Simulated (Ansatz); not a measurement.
Basis-set extrapolation for ClFH4OSSi2 (`O[SiH](F)S[SiH2]Cl`) (PBE0-D4/def2-TZVP geometry, frozen core, Ansatz 0.2.0). Multiplicity 1, RHF reference.

|  | def2-TZVPP | def2-QZVPP |
| --- | --- | --- |
| HF | -1611.900007 | -1611.950977 |
| MP2 correlation | -1.089257 | -1.189428 |
| CCSD(T) correlation | -1.185295 | not run |

Energies in hartree. Use E(X) = E(∞) + A·exp(−7.88·√X) for Hartree–Fock and E(X) = E(∞) + B·X^(−2.97) for correlation, with X = 3 and 4, and add CCSD(T) minus MP2 of the smaller set to the MP2 limit.

What is the CCSD(T) energy at the basis-set limit?

HF limit: -1611.950977 + (-0.050970) × 0.13774 = -1611.95800. MP2 limit: -1.189428 + (-0.100171) × 0.74074 = -1.26363. Higher-order term: -1.185295 − (-1.089257) = -0.09604. Total: -1613.31767 hartree, 145.8 kcal/mol below CCSD(T)/def2-TZVPP.
